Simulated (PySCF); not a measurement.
Si(F)2(H)(NHMe) (CH5F2NSi), SMILES CN[SiH](F)F.

Coordinates come from a PBE0-D3(BJ)/def2-SVP optimisation. This is a generated structure with no PubChem entry under its InChIKey; it may be hypothetical. One conformer was computed; it need not be the lowest.

Level of theory: PBE0-D3(BJ)/def2-SVP in PySCF 2.14.0.

Frequencies are harmonic and unscaled.

Computed vibrational spectrum:
| mode | ν (cm⁻¹) | IR (km/mol) | Raman (Å⁴/amu) | depolarisation | moving atoms (share of kinetic energy) |
|---|---|---|---|---|---|
| 1 | 51 | 0.5 | 0.3 | 0.75 | H 30 %, N 23 %, C 23 %, F 21 % |
| 2 | 134 | 3.3 | 0.2 | 0.64 | H 82 %, F 12 % |
| 3 | 191 | 2.8 | 0.4 | 0.65 | H 31 %, F 25 %, N 15 %, C 15 %, Si 14 % |
| 4 | 293 | 3.9 | 1.6 | 0.73 | F 32 %, N 21 %, H 21 %, Si 17 %, C 8 % |
| 5 | 300 | 21.2 | 1.1 | 0.66 | F 69 %, N 13 %, Si 8 % |
| 6 | 407 | 30.3 | 1.6 | 0.55 | F 32 %, Si 26 %, H 18 %, C 14 %, N 10 % |
| 7 | 459 | 127.9 | 1.3 | 0.63 | H 67 %, N 20 %, F 8 % |
| 8 | 792 | 78.5 | 8.8 | 0.05 | N 29 %, Si 26 %, F 25 %, H 13 % |
| 9 | 804 | 21.7 | 6.8 | 0.74 | H 83 %, F 15 % |
| 10 | 865 | 5.1 | 7.8 | 0.75 | H 77 %, F 15 % |
| 11 | 931 | 249.5 | 0.9 | 0.75 | Si 46 %, F 29 %, H 18 % |
| 12 | 961 | 220.6 | 0.8 | 0.63 | Si 48 %, F 40 %, H 12 % |
| 13 | 1100 | 21.0 | 2.5 | 0.73 | H 81 %, C 11 % |
| 14 | 1143 | 0.3 | 2.0 | 0.67 | H 76 %, C 19 % |
| 15 | 1186 | 103.8 | 2.7 | 0.71 | N 39 %, C 32 %, H 26 % |
| 16 | 1412 | 98.4 | 0.9 | 0.17 | H 60 %, N 28 %, C 10 % |
| 17 | 1455 | 13.0 | 8.2 | 0.65 | H 85 %, C 15 % |
| 18 | 1465 | 5.7 | 17.6 | 0.73 | H 96 % |
| 19 | 1504 | 12.6 | 20.7 | 0.71 | H 94 % |
| 20 | 2333 | 96.2 | 83.0 | 0.16 | H 97 % |
| 21 | 3027 | 62.5 | 165.4 | 0.03 | H 97 % |
| 22 | 3104 | 29.1 | 106.3 | 0.71 | H 90 %, C 10 % |
| 23 | 3139 | 16.5 | 56.6 | 0.75 | H 91 %, C 9 % |
| 24 | 3641 | 40.9 | 87.9 | 0.25 | H 93 % |
